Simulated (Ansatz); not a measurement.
Two structures, one formula

The two ends of one reaction step of CH$_{7}$NSn, singlet (PBE0-D4/def2-TZVP).

A:

Sn1  (-1.354, -1.172, 0.709)
H2  (2.422, 0.100, 0.796)
N3  (0.121, -0.297, -0.094)
C4  (-0.051, 0.829, -0.979)
H5  (3.087, 0.353, 1.034)
H6  (-1.042, -2.486, 1.731)
H7  (-3.011, -0.781, 0.510)
H8  (0.518, 1.684, -0.590)
H9  (-1.079, 1.177, -1.159)
H10  (0.389, 0.593, -1.957)
(Å)

B:

Sn1  (-1.247, -1.645, 0.323)
H2  (1.409, -0.654, -0.098)
N3  (0.564, -0.133, 0.107)
C4  (0.344, 0.923, -0.881)
H5  (0.668, 0.253, 1.038)
H6  (-0.477, -2.063, 1.874)
H7  (-2.066, -0.241, 1.053)
H8  (1.178, 1.627, -0.941)
H9  (-0.564, 1.465, -0.616)
H10  (0.191, 0.468, -1.860)
(Å)

Ansatz 0.2.0; basis: def2-TZVPP; cores frozen in the correlated methods. Filled d shells of the heavier atoms are correlated. Core potentials replace the inner electrons of the atoms past krypton. The def2 sets are not built for correlating such inner shells, so the correlated values are less sure here. B3LYP uses VWN-RPA correlation.

Question: Which structure is lower at CCSD(T), and by how much? (An estimate is asked for; the value comes from the calculation.)

Answer: By the calculation: B, by 269.6 kJ/mol (electronic energy, against the other). By their contacts, A is a complex of CH₅NSn ([CH3][N][SnH2]) + H₂ and B is CH₇NSn ([CH3][NH2][SnH2]).

All methods give the same order:

| method | E(B) − E(A) (kJ/mol) |
| --- | --- |
| SPW92 | -293.1 |
| PBE-D4 | -268.0 |
| BLYP-D4 | -261.9 |
| r2SCAN-D4 | -280.7 |
| B97M-V | -279.5 |
| PBE0-D4 | -298.2 |
| B3LYP-D4 | -288.6 |
| r2SCAN0-D4 | -306.2 |
| BHLYP-D4 | -321.1 |
| CAM-B3LYP-D4 | -303.8 |
| wB97X-V | -301.5 |
| wB97M-V | -305.0 |
| B2PLYP | -272.4 |
| PBE-QIDH | -293.1 |
| RPA on PBE | -261.1 |
| HF | -346.9 |
| MP2 | -258.6 |
| CCSD | -291.1 |
| CCSD(T) | -269.6 |

T1 diagnostic: at most 0.021. The restricted Hartree–Fock reference is unstable towards an unrestricted one at one or more of these structures.

Labels in which every atom is bracketed show which atoms are joined, not bond orders.

For scale, one of the runs: CCSD(T)/def2-TZVPP, 210 basis functions, launched by `ansatz run in.yaml --threads 4 --pin off --events-out ev --progress --plain --max-ram 9574MiB`. Hardware: 4 CPU threads of an Arm Neoverse V2, shared host. Wall time 66 s; peak host memory 3.2 GiB.
